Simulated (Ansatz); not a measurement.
Input file for Ansatz (a first-principles code): R-CCSD(T)/aug-cc-pVDZ on C2H4N2 (a complex), monomers drawn apart or pushed together.

Ansatz 0.2 input:
```yaml
crystal:
  periodic: [false, false, false]
  atoms:
    - {symbol: C, position_ang: [-0.14217367, 0.73372972, -0.10529668]}
    - {symbol: C, position_ang: [0.30826340, -0.51102443, -0.14968332]}
    - {symbol: H, position_ang: [0.36212425, 1.54138089, -0.62195466]}
    - {symbol: H, position_ang: [-1.03482625, 0.99602204, 0.44960516]}
    - {symbol: H, position_ang: [-0.19744383, -1.31709268, 0.36769379]}
    - {symbol: H, position_ang: [1.20052187, -0.77484138, -0.70456579]}
    - {symbol: N, position_ang: [0.11072029, -0.18450072, 4.40741716]}
    - {symbol: N, position_ang: [-0.70096493, -0.61220270, 3.81755005]}
basis:
  gaussian:
    orbitals: aug-cc-pVDZ
magnetization: {spin_polarized: false}
correlation: {method: ccsd_t, electrons: outside_noble_gas}
scf: {lower_state_search: off}
```

### Question
Give the final energy of this run.

### Answer
-187.6620 hartree (reference determinant -187.0052, T1 diagnostic 0.011).

### Question
How many basis functions does it have, and what does it roughly cost on one machine?

### Answer
128 functions; around 20 core-seconds (rough).
